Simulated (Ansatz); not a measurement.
# Molecular dynamics of CH3OSSi, charge -1

The input (input.yaml):

```yaml
crystal:
  periodic: [false, false, false]
  atoms:
    - { symbol: O, position_ang: [-1.088758, 0.688473, -1.178826] }
    - { symbol: C, position_ang: [-0.460207, -0.381587, -0.750049] }
    - { symbol: Si, position_ang: [0.486621, 0.399849, 0.792807] }
    - { symbol: S, position_ang: [-0.564587, -1.901684, -1.457724] }
    - { symbol: H, position_ang: [-0.548531, 1.427964, -0.187406] }
    - { symbol: H, position_ang: [0.174414, -0.377205, 2.083815] }
    - { symbol: H, position_ang: [2.001048, 0.144188, 0.697382] }
total_charge: -1
basis:
  gaussian: { orbitals: def2-SVP }
hamiltonian:
  xc: pbe
md:
  timestep: 0.5
  n_steps: 200
  ensemble: nve
  temperature: 100.0
  initial_velocities: maxwell_boltzmann
  seed: 10897
```

Launched with:

```bash
$ ansatz run input.yaml --threads 1 --pin off --max-ram 2048MiB --backend cpu --events-out ev --progress --plain --runs-dir out
```

It starts at the highest image of a converged band. Of that band: Neighbouring images differ by up to 1.5 eV, so the band resolves the path poorly. A vibrational analysis at the climbing image gives one clearly imaginary mode, 1196i cm⁻¹: a first-order saddle point.

Output, in part (one step line in 3, the closing report, with atoms numbered from 0):

```
md step     0: t =     0.00 fs  T =   100.0 K  F+E_penalty+E_count = -21824.79258062 eV  E_kin = 0.064630 eV  conserved = -21824.72795062 eV  (26 SCF iters)
md step     3: t =     1.50 fs  T =    96.5 K  F+E_penalty+E_count = -21824.79029861 eV  E_kin = 0.062370 eV  conserved = -21824.72792907 eV  (33 SCF iters)
md step     6: t =     3.00 fs  T =    90.1 K  F+E_penalty+E_count = -21824.78614025 eV  E_kin = 0.058258 eV  conserved = -21824.72788204 eV  (33 SCF iters)
md step     9: t =     4.50 fs  T =    90.9 K  F+E_penalty+E_count = -21824.78658797 eV  E_kin = 0.058762 eV  conserved = -21824.72782600 eV  (33 SCF iters)
md step    12: t =     6.00 fs  T =   111.1 K  F+E_penalty+E_count = -21824.79957388 eV  E_kin = 0.071803 eV  conserved = -21824.72777111 eV  (32 SCF iters)
md step    15: t =     7.50 fs  T =   162.8 K  F+E_penalty+E_count = -21824.83298176 eV  E_kin = 0.105241 eV  conserved = -21824.72774087 eV  (32 SCF iters)
md step    18: t =     9.00 fs  T =   252.4 K  F+E_penalty+E_count = -21824.89104508 eV  E_kin = 0.163156 eV  conserved = -21824.72788901 eV  (32 SCF iters)
md step    21: t =    10.50 fs  T =   348.9 K  F+E_penalty+E_count = -21824.95413481 eV  E_kin = 0.225488 eV  conserved = -21824.72864663 eV  (30 SCF iters)
md step    24: t =    12.00 fs  T =   336.4 K  F+E_penalty+E_count = -21824.94641244 eV  E_kin = 0.217413 eV  conserved = -21824.72899898 eV  (30 SCF iters)
md step    27: t =    13.50 fs  T =   271.6 K  F+E_penalty+E_count = -21824.90234288 eV  E_kin = 0.175515 eV  conserved = -21824.72682812 eV  (30 SCF iters)
md step    30: t =    15.00 fs  T =   454.4 K  F+E_penalty+E_count = -21825.02306798 eV  E_kin = 0.293698 eV  conserved = -21824.72937046 eV  (31 SCF iters)
md step    33: t =    16.50 fs  T =   522.4 K  F+E_penalty+E_count = -21825.06693023 eV  E_kin = 0.337602 eV  conserved = -21824.72932785 eV  (30 SCF iters)
md step    36: t =    18.00 fs  T =   396.8 K  F+E_penalty+E_count = -21824.98423840 eV  E_kin = 0.256440 eV  conserved = -21824.72779829 eV  (30 SCF iters)
md step    39: t =    19.50 fs  T =   354.7 K  F+E_penalty+E_count = -21824.95653067 eV  E_kin = 0.229225 eV  conserved = -21824.72730609 eV  (30 SCF iters)
md step    42: t =    21.00 fs  T =   501.0 K  F+E_penalty+E_count = -21825.05197063 eV  E_kin = 0.323802 eV  conserved = -21824.72816840 eV  (30 SCF iters)
md step    45: t =    22.50 fs  T =   642.5 K  F+E_penalty+E_count = -21825.14575715 eV  E_kin = 0.415240 eV  conserved = -21824.73051753 eV  (30 SCF iters)
md step    48: t =    24.00 fs  T =   468.2 K  F+E_penalty+E_count = -21825.03018999 eV  E_kin = 0.302618 eV  conserved = -21824.72757172 eV  (31 SCF iters)
md step    51: t =    25.50 fs  T =   493.8 K  F+E_penalty+E_count = -21825.04745337 eV  E_kin = 0.319114 eV  conserved = -21824.72833902 eV  (30 SCF iters)
md step    54: t =    27.00 fs  T =   630.7 K  F+E_penalty+E_count = -21825.13782844 eV  E_kin = 0.407608 eV  conserved = -21824.73022078 eV  (30 SCF iters)
md step    57: t =    28.50 fs  T =   472.4 K  F+E_penalty+E_count = -21825.03328555 eV  E_kin = 0.305329 eV  conserved = -21824.72795665 eV  (30 SCF iters)
md step    60: t =    30.00 fs  T =   360.2 K  F+E_penalty+E_count = -21824.96003440 eV  E_kin = 0.232828 eV  conserved = -21824.72720662 eV  (30 SCF iters)
md step    63: t =    31.50 fs  T =   464.6 K  F+E_penalty+E_count = -21825.02811007 eV  E_kin = 0.300252 eV  conserved = -21824.72785851 eV  (30 SCF iters)
md step    66: t =    33.00 fs  T =   631.8 K  F+E_penalty+E_count = -21825.13863142 eV  E_kin = 0.408360 eV  conserved = -21824.73027125 eV  (30 SCF iters)
md step    69: t =    34.50 fs  T =   504.0 K  F+E_penalty+E_count = -21825.05396048 eV  E_kin = 0.325767 eV  conserved = -21824.72819353 eV  (30 SCF iters)
md step    72: t =    36.00 fs  T =   511.1 K  F+E_penalty+E_count = -21825.05821284 eV  E_kin = 0.330341 eV  conserved = -21824.72787231 eV  (29 SCF iters)
md step    75: t =    37.50 fs  T =   674.3 K  F+E_penalty+E_count = -21825.16660968 eV  E_kin = 0.435828 eV  conserved = -21824.73078137 eV  (31 SCF iters)
md step    78: t =    39.00 fs  T =   480.2 K  F+E_penalty+E_count = -21825.03834858 eV  E_kin = 0.310368 eV  conserved = -21824.72798075 eV  (31 SCF iters)
md step    81: t =    40.50 fs  T =   340.7 K  F+E_penalty+E_count = -21824.94728143 eV  E_kin = 0.220217 eV  conserved = -21824.72706447 eV  (31 SCF iters)
md step    84: t =    42.00 fs  T =   456.5 K  F+E_penalty+E_count = -21825.02351502 eV  E_kin = 0.295055 eV  conserved = -21824.72845969 eV  (31 SCF iters)
md step    87: t =    43.50 fs  T =   529.2 K  F+E_penalty+E_count = -21825.07334157 eV  E_kin = 0.342031 eV  conserved = -21824.73131066 eV  (31 SCF iters)
md step    90: t =    45.00 fs  T =   266.2 K  F+E_penalty+E_count = -21824.89786180 eV  E_kin = 0.172034 eV  conserved = -21824.72582762 eV  (31 SCF iters)
md step    93: t =    46.50 fs  T =   426.8 K  F+E_penalty+E_count = -21825.00619183 eV  E_kin = 0.275841 eV  conserved = -21824.73035096 eV  (31 SCF iters)
md step    96: t =    48.00 fs  T =   475.5 K  F+E_penalty+E_count = -21825.03703708 eV  E_kin = 0.307287 eV  conserved = -21824.72975030 eV  (30 SCF iters)
md step    99: t =    49.50 fs  T =   273.7 K  F+E_penalty+E_count = -21824.90421795 eV  E_kin = 0.176915 eV  conserved = -21824.72730322 eV  (31 SCF iters)
md step   102: t =    51.00 fs  T =   268.7 K  F+E_penalty+E_count = -21824.90100066 eV  E_kin = 0.173667 eV  conserved = -21824.72733338 eV  (31 SCF iters)
md step   105: t =    52.50 fs  T =   455.2 K  F+E_penalty+E_count = -21825.02391924 eV  E_kin = 0.294166 eV  conserved = -21824.72975368 eV  (31 SCF iters)
md step   108: t =    54.00 fs  T =   391.5 K  F+E_penalty+E_count = -21824.98332134 eV  E_kin = 0.253040 eV  conserved = -21824.73028090 eV  (31 SCF iters)
md step   111: t =    55.50 fs  T =   214.5 K  F+E_penalty+E_count = -21824.86451833 eV  E_kin = 0.138661 eV  conserved = -21824.72585763 eV  (30 SCF iters)
md step   114: t =    57.00 fs  T =   455.8 K  F+E_penalty+E_count = -21825.02580392 eV  E_kin = 0.294602 eV  conserved = -21824.73120189 eV  (30 SCF iters)
md step   117: t =    58.50 fs  T =   375.1 K  F+E_penalty+E_count = -21824.97096573 eV  E_kin = 0.242403 eV  conserved = -21824.72856263 eV  (31 SCF iters)
md step   120: t =    60.00 fs  T =   236.7 K  F+E_penalty+E_count = -21824.88001139 eV  E_kin = 0.152981 eV  conserved = -21824.72702995 eV  (31 SCF iters)
md step   123: t =    61.50 fs  T =   361.1 K  F+E_penalty+E_count = -21824.96125546 eV  E_kin = 0.233365 eV  conserved = -21824.72789079 eV  (31 SCF iters)
md step   126: t =    63.00 fs  T =   552.2 K  F+E_penalty+E_count = -21825.08802176 eV  E_kin = 0.356907 eV  conserved = -21824.73111451 eV  (32 SCF iters)
md step   129: t =    64.50 fs  T =   361.7 K  F+E_penalty+E_count = -21824.96112628 eV  E_kin = 0.233762 eV  conserved = -21824.72736458 eV  (28 SCF iters)
md step   132: t =    66.00 fs  T =   429.4 K  F+E_penalty+E_count = -21825.00643205 eV  E_kin = 0.277522 eV  conserved = -21824.72891006 eV  (31 SCF iters)
md step   135: t =    67.50 fs  T =   581.5 K  F+E_penalty+E_count = -21825.10633875 eV  E_kin = 0.375836 eV  conserved = -21824.73050274 eV  (31 SCF iters)
md step   138: t =    69.00 fs  T =   404.5 K  F+E_penalty+E_count = -21824.98883989 eV  E_kin = 0.261430 eV  conserved = -21824.72740957 eV  (31 SCF iters)
md step   141: t =    70.50 fs  T =   401.0 K  F+E_penalty+E_count = -21824.98627890 eV  E_kin = 0.259169 eV  conserved = -21824.72711002 eV  (31 SCF iters)
md step   144: t =    72.00 fs  T =   638.9 K  F+E_penalty+E_count = -21825.14255763 eV  E_kin = 0.412891 eV  conserved = -21824.72966701 eV  (31 SCF iters)
md step   147: t =    73.50 fs  T =   645.7 K  F+E_penalty+E_count = -21825.14782010 eV  E_kin = 0.417303 eV  conserved = -21824.73051670 eV  (31 SCF iters)
md step   150: t =    75.00 fs  T =   505.5 K  F+E_penalty+E_count = -21825.05269464 eV  E_kin = 0.326710 eV  conserved = -21824.72598495 eV  (31 SCF iters)
md step   153: t =    76.50 fs  T =   744.2 K  F+E_penalty+E_count = -21825.21238398 eV  E_kin = 0.480967 eV  conserved = -21824.73141698 eV  (30 SCF iters)
md step   156: t =    78.00 fs  T =   623.1 K  F+E_penalty+E_count = -21825.13119135 eV  E_kin = 0.402740 eV  conserved = -21824.72845139 eV  (31 SCF iters)
md step   159: t =    79.50 fs  T =   464.6 K  F+E_penalty+E_count = -21825.02721189 eV  E_kin = 0.300241 eV  conserved = -21824.72697051 eV  (31 SCF iters)
md step   162: t =    81.00 fs  T =   584.0 K  F+E_penalty+E_count = -21825.10546025 eV  E_kin = 0.377434 eV  conserved = -21824.72802633 eV  (30 SCF iters)
md step   165: t =    82.50 fs  T =   749.1 K  F+E_penalty+E_count = -21825.21531348 eV  E_kin = 0.484127 eV  conserved = -21824.73118602 eV  (32 SCF iters)
md step   168: t =    84.00 fs  T =   552.9 K  F+E_penalty+E_count = -21825.08403714 eV  E_kin = 0.357319 eV  conserved = -21824.72671771 eV  (28 SCF iters)
md step   171: t =    85.50 fs  T =   694.2 K  F+E_penalty+E_count = -21825.17814805 eV  E_kin = 0.448637 eV  conserved = -21824.72951123 eV  (30 SCF iters)
md step   174: t =    87.00 fs  T =   843.4 K  F+E_penalty+E_count = -21825.27556161 eV  E_kin = 0.545118 eV  conserved = -21824.73044373 eV  (29 SCF iters)
md step   177: t =    88.50 fs  T =   656.5 K  F+E_penalty+E_count = -21825.15174538 eV  E_kin = 0.424269 eV  conserved = -21824.72747597 eV  (30 SCF iters)
md step   180: t =    90.00 fs  T =   636.4 K  F+E_penalty+E_count = -21825.13854162 eV  E_kin = 0.411277 eV  conserved = -21824.72726420 eV  (30 SCF iters)
md step   183: t =    91.50 fs  T =   828.9 K  F+E_penalty+E_count = -21825.26572962 eV  E_kin = 0.535727 eV  conserved = -21824.73000226 eV  (31 SCF iters)
md step   186: t =    93.00 fs  T =   739.0 K  F+E_penalty+E_count = -21825.20812839 eV  E_kin = 0.477630 eV  conserved = -21824.73049796 eV  (31 SCF iters)
md step   189: t =    94.50 fs  T =   540.6 K  F+E_penalty+E_count = -21825.07530109 eV  E_kin = 0.349365 eV  conserved = -21824.72593586 eV  (31 SCF iters)
md step   192: t =    96.00 fs  T =   760.7 K  F+E_penalty+E_count = -21825.22329484 eV  E_kin = 0.491660 eV  conserved = -21824.73163468 eV  (30 SCF iters)
md step   195: t =    97.50 fs  T =   599.3 K  F+E_penalty+E_count = -21825.11554826 eV  E_kin = 0.387303 eV  conserved = -21824.72824562 eV  (30 SCF iters)
md step   198: t =    99.00 fs  T =   447.5 K  F+E_penalty+E_count = -21825.01613633 eV  E_kin = 0.289238 eV  conserved = -21824.72689815 eV  (30 SCF iters)
md step   200: t =   100.00 fs  T =   520.9 K  F+E_penalty+E_count = -21825.06425708 eV  E_kin = 0.336670 eV  conserved = -21824.72758680 eV  (28 SCF iters)
Total energy: -21825.06428639 eV, -802.0563189650 hartree
Atom 0 at    -1.259484     0.671241    -1.165397 Å, force    -0.366031     2.295547     0.482652 eV/Å
Atom 1 at    -0.501370    -0.344340    -0.658648 Å, force    -0.453783     0.258709     0.425357 eV/Å
Atom 2 at     0.558231     0.265981     0.692141 Å, force     1.417593     0.611368     1.686447 eV/Å
Atom 3 at    -0.447202    -1.814730    -1.417015 Å, force    -0.200021    -0.513030    -0.554778 eV/Å
Atom 4 at    -1.111688     1.524643    -0.535158 Å, force    -0.262967    -2.454319    -1.413140 eV/Å
Atom 5 at    -0.425626     1.205638     1.481596 Å, force    -0.117967     0.030389    -0.361602 eV/Å
Atom 6 at     0.635804    -0.741437     1.855086 Å, force    -0.016825    -0.228663    -0.264937 eV/Å
Dipole moment:    -0.414847     0.200165    -0.261524 e Å
```

All steps were run. The conserved energy stayed within 0.54 meV per atom of its start (net change 0.052 meV per atom), so the integration is sound. The system heated up, since it started high on the potential surface and ran downhill. A run of 0.1 ps of so small a system gives no equilibrium averages. The orbitals stay closed-shell, which can raise the energy where a bond breaks towards radicals; this wasn't checked here. Limits of this set-up: an anion without diffuse functions, the dipole of an ion depends on the origin.

The step under study would form Si3–H5 and break O1–H5. These pairs go: Si3–H5 1.76 → 2.42 Å, O1–H5 1.35 → 1.07 Å. In the last frame they stand as before the step (other bonds may differ from the relaxed reactants and products). It ends as one piece, CH3OSSi (total charge -1). Pairs count as bonded within 1.25 times the sum of covalent radii (0.12 Å more for H–H).

Last frame:

```xyz
7
Properties=species:S:1:pos:R:3
O -1.260 0.671 -1.165
C -0.501 -0.344 -0.659
Si 0.558 0.266 0.692
S -0.447 -1.815 -1.417
H -1.112 1.525 -0.535
H -0.426 1.206 1.482
H 0.636 -0.741 1.855
```

The run took 5.9 min on 1 CPU thread of a shared host.
